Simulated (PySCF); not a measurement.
Shapes and spin states of ReCl₃⁺

All numbers come from PBE0 in PySCF with Re def2-SVP with ECP60, Cl def2-SVP; scalar-relativistic core potentials, no spin–orbit coupling; density-fitted integrals.

Relaxations began from a few typed shapes and spin states; open shells are unrestricted. The search is not exhaustive: other isomers or separated fragments can lie lower, and high-lying points may rest on an excited occupation.

| spin | group | bonds | angles | imaginary modes (cm⁻¹) | ΔE (kJ/mol) | ΔE with ZPE (kJ/mol) |
| --- | --- | --- | --- | --- | --- | --- |
| quartet | D3h | Re–Cl 2.180 Å (×3) | Cl–Re–Cl 120.0° (×3) | none | 0.0 | 0.0 |
| doublet | C2v | Re–Cl 2.137 Å, Re–Cl 2.152 Å (×2) | Cl–Re–Cl 110.5°, Cl–Re–Cl 124.8° (×2) | none | 91.6 | 91.4 |
| doublet | C2v | Re–Cl 2.140 Å (×2), Re–Cl 2.158 Å | Cl–Re–Cl 115.0° (×2), Cl–Re–Cl 130.1° | 69i | 92.2 | – |
| broken-symmetry Ms = 1/2 (⟨S²⟩ 1.77) | C2v | Re–Cl 2.192 Å, Re–Cl 2.203 Å (×2) | Cl–Re–Cl 101.3° (×2), Cl–Re–Cl 157.3° | none | 167.0 | 166.5 |

The lowest minimum found is the quartet D3h: Re–Cl 2.180 Å (×3); Cl–Re–Cl 120.0° (×3).

Formally Re is in oxidation state +4, d3, with 3 unpaired electrons (the high-spin count). The Mulliken spin on Re is 2.79. The polar-tensor charge on Re, 1.67, is far below the formal one.

For the lowest minimum: other spin states or occupations of the open shell can lie lower. Spin–orbit coupling, left out here, can matter for elements this heavy.
